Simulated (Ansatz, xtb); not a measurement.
Two structures of AlGaH4Se

Structure a: a singlet given by its coordinates. Structure b: a singlet given by its coordinates. Both are isolated molecules in the gas phase, relaxed with r2SCAN-D4/def2-SVP.

a (Å):

```yaml
atoms:
  - { symbol: Al, position_ang: [0.5186, -0.6144, -1.0031] }
  - { symbol: Ga, position_ang: [2.1104, -2.2604, -1.9761] }
  - { symbol: Se, position_ang: [-1.0146, 0.8818, -0.0889] }
  - { symbol: H, position_ang: [1.2815, -0.5353, -2.5052] }
  - { symbol: H, position_ang: [0.1913, -2.2237, -1.3133] }
  - { symbol: H, position_ang: [2.0075, -1.0943, -0.3726] }
  - { symbol: H, position_ang: [-0.0156, 1.9630, -0.1480] }
```

Close contacts (Å): Al1–Ga2 2.49, Al1–Se3 2.33, Al1–H4 1.69, Al1–H5 1.67, Al1–H6 1.69, Ga2–H4 1.99, Ga2–H5 2.03, Ga2–H6 1.99, Se3–H7 1.47.

b (Å):

```
atom    x (Å)    y (Å)    z (Å)
  Al   0.6549  -1.4378  -1.0619
  Ga   2.1263   0.6539  -0.3750
  Se  -0.7388   0.5370  -0.7940
   H   1.8873  -0.6708  -1.8944
   H   0.1003  -2.8641  -1.4594
   H   1.4774  -1.1175   0.3637
   H  -0.7027   0.9262  -2.2131
```

Close contacts (Å): Al1–Ga2 2.65, Al1–Se3 2.43, Ga2–Se3 2.90, Al1–H4 1.67, Al1–H5 1.58, Al1–H6 1.68, Ga2–H4 2.03, Ga2–H6 2.03, Se3–H7 1.47.

Question: Estimate which is lower in electronic energy at CCSD(T)/def2-TZVP, and by roughly how much.

Answer: The CCSD(T)/def2-TZVP calculation puts structure b lower, by 4.2 kcal/mol.

The same difference at several levels:

```
             level            geometry  E(b) − E(a) (kcal/mol)  departure from the last row (kcal/mol)  job, with rough time for the two
r2SCAN-D4/def2-SVP  r2SCAN-D4/def2-SVP                      −3.7                                    +0.5                optimisation, 60 s
      HF/def2-TZVP  r2SCAN-D4/def2-SVP                      −5.0                                    −0.8           part of the CCSD(T) run
     MP2/def2-TZVP  r2SCAN-D4/def2-SVP                      −4.6                                    −0.4           part of the CCSD(T) run
 CCSD(T)/def2-TZVP  r2SCAN-D4/def2-SVP                      −4.2                                                        single point, 66 s
```

None of the levels shown reverses the order. The largest departure from CCSD(T)/def2-TZVP is that of HF/def2-TZVP, 0.8 kcal/mol. Levels run at GFN2-xTB geometries aren't shown.

With harmonic frequencies from r2SCAN-D4/def2-SVP (ideal gas, rigid rotor, one conformer each, 298.15 K, 1 atm): the zero-point term adds +0.4 kcal/mol; ΔH is −4.1 and ΔG −3.2 kcal/mol.

The correlated steps freeze 23 core orbitals; the filled d shell of Ga and Se is correlated, in a basis made for valence electrons. Mirror images aren't counted in ΔG. Codes used: Ansatz 0.2.0; the last row on 2 threads of Arm Neoverse V2 on a shared host.
